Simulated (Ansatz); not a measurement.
Reaction: SiH3F (fluorosilane, SMILES F[SiH3]) → SiH2F (SMILES F[SiH2], doublet) + H (doublet) (the H-Si bond breaks)
Each species at its own B3LYP-D3(BJ)/def2-TZVP minimum (Ansatz, a quantum-chemistry and plane-wave program).

Property: bond dissociation energy (electronic), in kcal/mol. Radicals and triplets start from unrestricted determinants; spin-orbit coupling is neglected. CBS(X,Y): correlation extrapolated as X^-3, Hartree-Fock from the larger set (Q,5: extrapolated as (X+1)exp(-9√X)). A bracket is a step between two methods taken in the basis named. The functionals are non-relativistic, so their misses hold any scalar relativity. Double hybrids freeze cores in their MP2 part. 'core' is core correlation in cc-pwCVTZ (1s frozen past Ne), 'X2C' scalar relativity in cc-pVTZ-DK, both at CCSD(T). For partners of very few electrons the exact lower level stands in for a higher one.

CCSD(T)/CBS(cc-pV(Q+d)Z,cc-pV(5+d)Z) + [CCSDT(Q) - CCSD(T)]/cc-pV(T+d)Z + [CCSDTQ - CCSDT(Q)]/cc-pV(D+d)Z + core + X2C (Ansatz) gives 99.2 kcal/mol.

Problem. What does PBE/def2-TZVPD (Ansatz) give here, and how do the other levels compare?

Solution. PBE gives 92.0 kcal/mol, 7.2 kcal/mol below it. Differences of the others: r2SCAN/def2-TZVPD (Ansatz) -5.3; B3LYP/def2-TZVPD (Ansatz) -2.5; B2PLYP/def2-TZVPD (Ansatz) -2.7; CCSD(T)/CBS(cc-pV(Q+d)Z,cc-pV(5+d)Z) + core + X2C (Ansatz) 0.1 kcal/mol. Nearer than PBE: r2SCAN/def2-TZVPD, B3LYP/def2-TZVPD, B2PLYP/def2-TZVPD, CCSD(T)/CBS(cc-pV(Q+d)Z,cc-pV(5+d)Z) + core + X2C.
